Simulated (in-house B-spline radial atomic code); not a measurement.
A calculation on Xe7+: its settings, and results tabulated from the run. Method: scalar-relativistic (X2C) B3LYP, spin-polarised, spherical fractional occupations, Fermi nucleus of rms radius 4.7859 fm. Calculated with a radial B-spline atomic code at the basis-set limit.

Command:
```bash
python run_scf.py task.json out
```
Settings (nuclear radius in fm, mass in u):
```
Z                54
configuration    [Kr] 4d10 5s1
hamiltonian      x2c
method           b3lyp
spin_polarised   True
nucleus          fermi
rms_radius       4.7859
atomic_mass      131.90416
speed_of_light   137.035999084
```

Output (hartree, bohr):
```
 radial grid: 67 intervals, B-splines of order 8, outer radius 18.8312 bohr

 iter        energy (Eh)    residual
    1       -7407.905506    1.22e+00
    2       -7426.019040    7.00e-01
    3       -7434.319478    1.86e-01
    4       -7434.854717    4.56e-02
    5       -7434.876319    2.24e-02
    6       -7434.885331    3.18e-03
    7       -7434.885380    8.06e-05
    8       -7434.885380    7.70e-06
    9       -7434.885380    4.94e-07

 total energy                     -7434.88538
 kinetic                            7900.3313
 electron-nucleus                 -17918.0347
 Hartree                            2768.9266
 exact exchange                      -36.6643
 exchange-correlation               -149.4443

 orbital      occ     eigenvalue          <r>       <r^2>       <1/r>       r_max
 1s up      1.000     -1267.2484    0.0260363 0.000929294     61.1599     0.01642
 1s down    1.000     -1267.2434    0.0260364 0.000929299     61.1598     0.01642
 2s up      1.000      -200.9353     0.114038   0.0154019     13.9462     0.09684
 2s down    1.000      -200.9316     0.114039   0.0154022      13.946     0.09684
 2p up      3.000      -180.7849    0.0999854   0.0122193     12.8016     0.07745
 2p down    3.000      -180.7825    0.0999856   0.0122193     12.8016     0.07745
 3s up      1.000       -44.1771     0.305831    0.107028     4.93419       0.279
 3s down    1.000       -44.1713     0.305845    0.107036      4.9338       0.279
 3p up      3.000       -37.6170     0.303786     0.10711     4.58548      0.2727
 3p down    3.000       -37.6131     0.303779    0.107104     4.58554      0.2728
 3d up      5.000       -27.8143     0.280611   0.0930796     4.31551      0.2258
 3d down    5.000       -27.8114     0.280599   0.0930701     4.31564      0.2258
 4s up      1.000       -10.8878     0.714522     0.57619     1.98693      0.6604
 4s down    1.000       -10.8750     0.714692    0.576356     1.98577      0.6607
 4p up      3.000        -8.7758      0.76064     0.65789     1.80501       0.692
 4p down    3.000        -8.7664     0.759811     0.65618     1.80644       0.692
 4d up      5.000        -5.6526     0.858541    0.854033     1.53765      0.7444
 4d down    5.000        -5.6400     0.856077    0.848677     1.54144       0.744
 5s up      1.000        -3.7375      1.60378     2.86074    0.831744       1.507

 Slater integrals (Eh)
   F0(4d up,4d up)               1.049125
   F2(4d up,4d up)               0.535010
   F4(4d up,4d up)               0.356855
   F0(4d up,4d down)             1.050583
   F2(4d up,4d down)             0.535977
   F4(4d up,4d down)             0.357598
   F0(4d up,5s up)               0.672175
   G2(4d up,5s up)               0.087196
   F0(4d down,4d down)           1.052046
   F2(4d down,4d down)           0.536952
   F4(4d down,4d down)           0.358348
   F0(4d down,5s up)             0.672512
   F0(5s up,5s up)               0.559614
```

Run time, properties included: 0.89 s on 1 thread of Intel(R) Xeon(R) Platinum 8175M CPU @ 2.50GHz, on a shared host.

One-electron X2C: radii and densities carry no picture-change correction, so inner-shell <1/r> comes out high (for 1s by about 2 % at Z = 33, 5 % at 54, 10 % at 75, 30 % at 118) and <r> low.
